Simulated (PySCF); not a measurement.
Gas-phase reaction: 2 InH₃ + InCl₃ ⇌ 3 InCl + 3 H₂

Energies from PySCF (xtb for GFN2), thermal terms from the rigid-rotor harmonic-oscillator model, ideal gas at 1 bar. † marks an energy on the PBE0/def2-TZVP geometry and frequencies; other levels use their own. MP2 freezes the core. All species are closed-shell singlets. B3LYP is the form with VWN-RPA correlation. In: scalar-relativistic def2 core potential, no spin-orbit coupling. InH₃: computed as isolated molecules; such fragments, hydroxides, amides, oligomers or adducts are transient or little studied in the gas. MP2 isn't extrapolated to the basis-set limit; its ΔH°(298 K) is -186.1 kJ in def2-SVP and -276.2 kJ in def2-TZVPP. The harmonic model lacks anharmonicity and excited electronic states, which grow with temperature; levels with a mode under 35 cm⁻¹ are left out. Soft modes under 120 cm⁻¹ make the harmonic entropy rough for InCl₃.

```json
[
 {"level": "B3LYP/def2-TZVP†", "ΔE electronic, kJ": "-324", "ΔH°(298 K), kJ": "-320", "ΔS°(298 K), J/K": "337", "ΔG°(600 K), kJ": "-524"},
 {"level": "BLYP/def2-TZVP†", "ΔE electronic, kJ": "-373", "ΔH°(298 K), kJ": "-369", "ΔS°(298 K), J/K": "337", "ΔG°(600 K), kJ": "-573"},
 {"level": "GFN2-xTB", "ΔE electronic, kJ": "-392", "ΔH°(298 K), kJ": "-389", "ΔS°(298 K), J/K": "331", "ΔG°(600 K), kJ": "-589"},
 {"level": "HF/def2-TZVP†", "ΔE electronic, kJ": "-227", "ΔH°(298 K), kJ": "-223", "ΔS°(298 K), J/K": "337", "ΔG°(600 K), kJ": "-428"},
 {"level": "M06-2X/def2-TZVP†", "ΔE electronic, kJ": "-276", "ΔH°(298 K), kJ": "-273", "ΔS°(298 K), J/K": "337", "ΔG°(600 K), kJ": "-477"},
 {"level": "MP2/def2-SVP†", "ΔE electronic, kJ": "-190", "ΔH°(298 K), kJ": "-186", "ΔS°(298 K), J/K": "337", "ΔG°(600 K), kJ": "-390"},
 {"level": "ωB97X-V/def2-TZVP†", "ΔE electronic, kJ": "-198", "ΔH°(298 K), kJ": "-195", "ΔS°(298 K), J/K": "337", "ΔG°(600 K), kJ": "-399"}
]
```
ΔH° is lowest at GFN2-xTB and highest at MP2/def2-SVP†. No reference value is set beside these.
